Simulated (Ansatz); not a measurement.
System: sum formula Si₂H₄F, net charge 0, doublet state. It need not be the lowest isomer of its formula. SMILES: F[SiH][SiH3]
Geometry: optimised at B3LYP-D3(BJ)/def2-TZVP (Ansatz, an electronic-structure program).

Wanted: atomisation energy (electronic, to ground-state atoms), in eV. Cores are frozen in the correlated levels unless marked. Open shells are spin-unrestricted. Spin-orbit coupling is left out. Non-relativistic unless marked X2C. The coupled-cluster limit lacks core correlation, which all-electron functionals hold. CBS(X,Y): correlation extrapolated as X^-3; Hartree-Fock from the larger set.

| level | program | atomisation energy (eV) |
|---|---|---|
| BLYP-D4/def2-TZVPD | Ansatz + dftd4 | 21.31 |
| MP2/cc-pV(D+d)Z | Ansatz | 19.49 |

### Question
Estimate the value at CCSD(T)/CBS(aug-cc-pV(T+d)Z,aug-cc-pV(Q+d)Z) as computed with Ansatz.

### Answer
21.57 eV
